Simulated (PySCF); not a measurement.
# Working out the ionisation energy of Be⁺

Be⁺ [He] 2s1 (2S) → Be²⁺ 1s2 (1S). Calculation: PySCF 2.14, in aug-cc-pCVDZ (5s4p2d, 27 functions); no relativity, point nucleus. Frozen: nothing. Energies in hartree (1 hartree = 27.21139 eV):

```csv
part,Be⁺ (lower),Be²⁺ (upper)
UHF,-14.276618,-13.610816
CCSD correlation,-0.034536,-0.033428
(T),-0.000005,0.000000
```

Problem. What does Hartree-Fock give?

Solution. (-13.610816) − (-14.276618) = 0.665802 hartree = 18.117 eV.

Problem. What do CCSD and CCSD(T) give?

Solution. The CCSD correlation energies differ by 0.001108 hartree = 0.030 eV and the triples by 0.000005 hartree = 0.000 eV, so CCSD gives 18.147 eV and CCSD(T) 18.147 eV.

Measured between the centres of the two terms (NIST): 18.211 eV, so CCSD(T) (valence and next inner shell) is off by -0.064 eV.

A double-zeta basis recovers only part of the correlation energy.

What remains against the reference includes basis incompleteness and higher excitations.
